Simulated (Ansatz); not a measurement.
Cost and result up the ladder for ZnI₂ (3 atoms). The state is a singlet with charge 0. Geometry: r2SCAN-D4/def2-TZVP.

```
atom   x (Å)   y (Å)   z (Å)
 Zn1   0.000   0.000   0.000
  I2  -2.382  -0.334   0.051
  I3   2.382   0.334  -0.051
```

Ansatz on 4 threads of Arm Neoverse V1 on a shared host. Times are rough, and most runs start from the orbitals of an earlier one. r2SCAN0-D4/def2-TZVP serves as the yardstick here, not as an exact answer. Differences are given only for rows in sets of like size (and for xTB, whose basis is part of the method), since another set adds its own error. Binding counts from free atoms at the same level (Zn singlet, I doublet; other spins of the atoms weren't run), without zero-point energy or a counterpoise term.

In the def2 sets I takes a core potential; there is no spin–orbit coupling. LC-ωPBE has ω = 0.4 bohr⁻¹. B3LYP takes the VWN-RPA correlation. HSE06 is defined as in plane-wave codes, on full-range PBE exchange. Correlated methods freeze 17 core orbitals; core or outer-core shells of I are correlated, in sets that lack core-valence functions.

Correlated methods converge slowly with the basis.

```json
{"level": "PBE-D4/def2-SVP", "functions": "83", "wall time": "0.75 s", "binding energy per atom (eV)": "1.71", "difference from r2SCAN0-D4/def2-TZVP (eV)": "–"}
{"level": "PBE-D4/def2-TZVP", "functions": "148", "wall time": "1.2 s", "binding energy per atom (eV)": "1.64", "difference from r2SCAN0-D4/def2-TZVP (eV)": "-0.05"}
{"level": "revPBE-D4/def2-TZVP", "functions": "148", "wall time": "1.3 s", "binding energy per atom (eV)": "1.55", "difference from r2SCAN0-D4/def2-TZVP (eV)": "-0.14"}
{"level": "LC-ωPBE/def2-TZVP", "functions": "148", "wall time": "1.7 s", "binding energy per atom (eV)": "1.66", "difference from r2SCAN0-D4/def2-TZVP (eV)": "-0.03"}
{"level": "PBE-D4/def2-TZVPD", "functions": "169", "wall time": "2 s", "binding energy per atom (eV)": "1.65", "difference from r2SCAN0-D4/def2-TZVP (eV)": "-0.05"}
{"level": "MP2/def2-TZVP", "functions": "148", "wall time": "2 s", "binding energy per atom (eV)": "1.74", "difference from r2SCAN0-D4/def2-TZVP (eV)": "0.05"}
{"level": "B3LYP-D4/def2-TZVP", "functions": "148", "wall time": "2.2 s", "binding energy per atom (eV)": "1.52", "difference from r2SCAN0-D4/def2-TZVP (eV)": "-0.17"}
{"level": "PBE0-D4/def2-TZVP", "functions": "148", "wall time": "2.3 s", "binding energy per atom (eV)": "1.67", "difference from r2SCAN0-D4/def2-TZVP (eV)": "-0.02"}
{"level": "HSE06-D4/def2-TZVP", "functions": "148", "wall time": "2.4 s", "binding energy per atom (eV)": "1.68", "difference from r2SCAN0-D4/def2-TZVP (eV)": "-0.02"}
{"level": "BHLYP-D4/def2-TZVP", "functions": "148", "wall time": "2.9 s", "binding energy per atom (eV)": "1.55", "difference from r2SCAN0-D4/def2-TZVP (eV)": "-0.14"}
{"level": "r2SCAN-D4/def2-TZVP (with forces)", "functions": "148", "wall time": "3.4 s", "binding energy per atom (eV)": "1.70", "difference from r2SCAN0-D4/def2-TZVP (eV)": "0.01"}
{"level": "r2SCAN-D4/def2-TZVPD", "functions": "169", "wall time": "3.5 s", "binding energy per atom (eV)": "1.70", "difference from r2SCAN0-D4/def2-TZVP (eV)": "0.01"}
{"level": "r2SCAN0-D4/def2-TZVP", "functions": "148", "wall time": "3.9 s", "binding energy per atom (eV)": "1.69", "difference from r2SCAN0-D4/def2-TZVP (eV)": "0.00"}
{"level": "CCSD(T)/def2-TZVPP", "functions": "164", "wall time": "12 s", "binding energy per atom (eV)": "1.56", "difference from r2SCAN0-D4/def2-TZVP (eV)": "-0.13"}
```
